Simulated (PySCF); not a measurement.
C3H4O3, charge +1, multiplicity 2. Atoms are numbered in the order given.

```xyz
10

O      0.0000     0.0000     2.0568
C      0.0000     0.0000     0.8966
O      0.0000     1.1075     0.0457
C      0.0000     0.7504    -1.2823
C      0.0000    -0.7504    -1.2823
O      0.0000    -1.1075     0.0457
H      0.8739     1.2293    -1.7943
H     -0.8739     1.2293    -1.7943
H     -0.8739    -1.2293    -1.7943
H      0.8739    -1.2293    -1.7943
```
Charge +1, spin multiplicity 2.

Geometry optimised at ωB97X-D3(BJ)/def2-SVP. The geometry has at least one imaginary mode, so it is a saddle point at that level. The spin state was assumed, not searched. Other conformers were not sampled.

Calculation: CAM-B3LYP/def2-TZVP (PySCF).

ESP charges are fitted to the potential on shells at 1.4 to 2.0 van der Waals radii. Atomic charges (e):

| atom | Mulliken | ESP fit | Löwdin | meta-Löwdin | Mulliken spin |
|---|---|---|---|---|---|
| O1 | -0.06 | -0.38 | 0.28 | -0.27 | -0.05 |
| C2 | 0.33 | 0.87 | -0.49 | … | -0.02 |
| O3 | -0.06 | -0.17 | 0.41 | … | 0.32 |
| C4 | -0.09 | -0.01 | -0.24 | … | 0.01 |
| C5 | -0.09 | -0.01 | -0.24 | … | 0.01 |
| O6 | -0.06 | -0.17 | 0.41 | … | 0.32 |
| H7 | 0.26 | 0.22 | 0.21 | 0.23 | 0.10 |
| H8 | 0.26 | 0.22 | 0.21 | 0.23 | 0.10 |
| H9 | 0.26 | 0.22 | 0.21 | 0.23 | 0.10 |
| H10 | 0.26 | 0.22 | 0.21 | 0.23 | 0.10 |

Fill in the missing entries. (Estimate from the structure and the level; the computed values follow.)


- C2, meta-Löwdin: 0.66
- O3, meta-Löwdin: -0.16
- C4, meta-Löwdin: 0.01
- C5, meta-Löwdin: 0.01
- O6, meta-Löwdin: -0.16

Give the Mayer and Wiberg (Löwdin basis) orders of the bonds. (Estimate from the structure and the level; the computed values follow.)


```json
[
 {"bond": "O1–C2", "Mayer": "2.31", "Wiberg": "2.90"},
 {"bond": "C2–O3", "Mayer": "1.02", "Wiberg": "1.42"},
 {"bond": "O3–C4", "Mayer": "1.04", "Wiberg": "1.51"},
 {"bond": "C4–C5", "Mayer": "1.00", "Wiberg": "1.26"},
 {"bond": "C2–O6", "Mayer": "1.02", "Wiberg": "1.42"},
 {"bond": "C5–O6", "Mayer": "1.04", "Wiberg": "1.51"},
 {"bond": "C4–H7", "Mayer": "0.85", "Wiberg": "0.78"},
 {"bond": "C4–H8", "Mayer": "0.85", "Wiberg": "0.78"},
 {"bond": "C5–H9", "Mayer": "0.85", "Wiberg": "0.78"},
 {"bond": "C5–H10", "Mayer": "0.85", "Wiberg": "0.78"}
]
```
